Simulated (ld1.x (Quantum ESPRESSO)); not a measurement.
**phosphorus, TM: configuration errors across variants**

* Element: phosphorus (P)
* Generator: ld1.x (Quantum ESPRESSO) 7.5
* Type: norm-conserving Troullier–Martins (Kleinman–Bylander form)
* Functional: PBEsol
* Relativity: scalar-relativistic
* Frozen core: [He]
* Valence charge: 13
* Reference configuration: 2s2 2p6 3s2 3p2 (charge +1)
* Partial waves: 2s (bound): rc 0.70 bohr; 2p (bound): rc 0.65 bohr
* Local potential: the p channel
* Core correction: none

Occupied shells without a wave of their own: 3p, 3s. They enter only through the test configuration that unscreens the potential.

All-electron excitation energies from the reference (eV): (1) 2s2 2p6 3s2 3p3 -9.698; (2) 2s2 2p6 3s2 3p1 19.112; (3) 2s2 2p6 3s2 3p0 48.817; (4) 2s2 2p6 3s0 3p5 7.454; (5) 2s2 2p6 3s2 3p2.5 -5.938; (6) 2s2 2p6 3s1 3p0 100.730; (7) 2s2 2p5 3s2 3p3 130.443.

For the base: The 3p, 3s levels have no wave, so the channel is fitted at the deeper level alone: the likely source of the large errors.

5 further variants failed, have other tests or another functional or relativity, and are left out.

The file “wave 2p (bound): rc 0.65 bohr becomes 2p (bound): rc 0.90 bohr” misses its own reference levels by 0.9 eV. The file “all radii scaled by about 1.14 (s 0.80, p 0.74 bohr)” misses its own reference levels by 0.3 eV.

Errors AE − PS in meV (a dash: test not solved or not reliable):

| change | (1) | (2) | (3) | (4) | (5) | (6) | (7) | bound ghosts |
| --- | --- | --- | --- | --- | --- | --- | --- | --- |
| base | -135 | +226 | +568 | -473 | -78 | +709 | -269 | none |
| wave 2p (bound): rc 0.65 bohr becomes 2p (bound): rc 0.90 bohr | -616 | +1029 | +2546 | -498 | -356 | +4479 | -1190 | none |
| all radii scaled by about 1.14 (s 0.80, p 0.74 bohr) | -250 | +419 | +1045 | -641 | -145 | +1493 | -484 | none |

Problem. Give the same row for: wave 2s (bound): rc 0.70 bohr becomes 2s (bound): rc 0.44 bohr.

Solution. -135, +226, +564, -197, -78, +927, -342; bound ghosts: none.
